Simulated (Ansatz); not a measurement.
C2H6Cl2O2Si, SMILES `CO[Si](Cl)(Cl)OC`, relaxed with RKS PBE-D4/def2-SVP in Ansatz 0.2.0 from a rough embedded geometry. The force threshold is 0.03 eV/Å; the program also tests the step.

Charge 0, multiplicity 1.

Start:

```xyz
13

C     1.505    0.075    1.735
O     0.734   -0.309    0.606
Si   -0.776    0.338    0.305
Cl   -0.611    2.241    0.014
Cl   -1.961    0.019    1.930
O    -1.504   -0.391   -1.002
C    -0.715   -0.617   -2.174
H     2.430   -0.408    1.762
H     0.923   -0.191    2.652
H     1.624    1.188    1.713
H    -1.379   -1.037   -2.963
H    -0.346    0.330   -2.584
H     0.077   -1.239   -1.995
```

```json
{"step": "1", "energy (eV)": "-39156.6152", "largest force (eV/Å)": "3.089", "largest move (Å)": "0.000"}
{"step": "2", "energy (eV)": "-39157.0991", "largest force (eV/Å)": "0.753", "largest move (Å)": "0.127"}
{"step": "3", "energy (eV)": "-39157.1350", "largest force (eV/Å)": "0.240", "largest move (Å)": "0.061"}
{"step": "4", "energy (eV)": "-39157.1455", "largest force (eV/Å)": "0.170", "largest move (Å)": "0.089"}
{"step": "5", "energy (eV)": "-39157.1481", "largest force (eV/Å)": "0.051", "largest move (Å)": "0.049"}
{"step": "6", "energy (eV)": "-39157.1505", "largest force (eV/Å)": "0.030", "largest move (Å)": "0.059"}
{"step": "7", "energy (eV)": "-39157.1510", "largest force (eV/Å)": "0.076", "largest move (Å)": "0.094"}
{"step": "8", "energy (eV)": "-39157.1515", "largest force (eV/Å)": "0.026", "largest move (Å)": "0.025"}
```

End:

```xyz
13

C     1.508    0.081    1.810
O     0.669   -0.382    0.762
Si   -0.793    0.263    0.342
Cl   -0.539    2.278   -0.084
Cl   -2.167    0.060    1.858
O    -1.387   -0.542   -0.965
C    -0.751   -0.576   -2.239
H     2.446   -0.508    1.787
H     1.027   -0.057    2.804
H     1.760    1.158    1.686
H    -1.413   -1.128   -2.934
H    -0.590    0.450   -2.640
H     0.230   -1.096   -2.188
```

It took 14 s on 4 threads of an Arm Neoverse V2 on a shared host, with 0.21 GiB of host memory at the peak.
